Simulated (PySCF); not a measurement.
C3H7In, SMILES C=[CH][InH][CH3]. Coordinates come from a r2SCAN-D4/def2-SVP optimisation. The structure was generated by enumeration; whether it is a known compound was not checked. The def2 effective core potentials stand for the cores of In; spin–orbit coupling is left out. One conformer was computed; it need not be the lowest.

Computed equilibrium geometry at r2SCAN-D4/def2-SVP (PySCF confirms it by a frequency run) as Cartesian coordinates in Å (one conformer of several):
```xyz
11

In    -0.1793     0.1743     0.2854
H     -1.6068    -0.3276     1.1455
C      0.8706     2.0145     0.7473
H      1.1795     2.0165     1.8046
H      0.1996     2.8753     0.5974
H      1.7611     2.1448     0.1156
C      0.4713    -1.1652    -1.2771
C     -0.1965    -2.3006    -1.5439
H      1.3611    -0.9473    -1.8863
H      0.1156    -2.9991    -2.3346
H     -1.0951    -2.5954    -0.9847
```
Charge 0, spin multiplicity 1.
